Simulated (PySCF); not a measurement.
Harmonic spectrum computed at PBE0 in the def2-SVP basis family (core potentials from Rb on, PySCF, no spin–orbit coupling):

| ω (cm⁻¹) | IR (km/mol, summed over degenerate members) | degeneracy |
| --- | --- | --- |
| 57 | 0.2 | 2 |
| 57 | 3.5 | 1 |
| 225 | 5.7 | 1 |
| 291 | 115 | 2 |

Task: Which molecule gave it? In each, all ligands are bound to the one heavy central atom.
A. SI₃⁺ (singlet)
B. SiI₃⁺ (singlet)
C. CeI₃⁺ (singlet)
D. HfI₃⁺ (singlet)
E. ZrI₃⁺ (singlet)

Result: E. It has C3v symmetry with Zr–I 2.615 Å (×3).
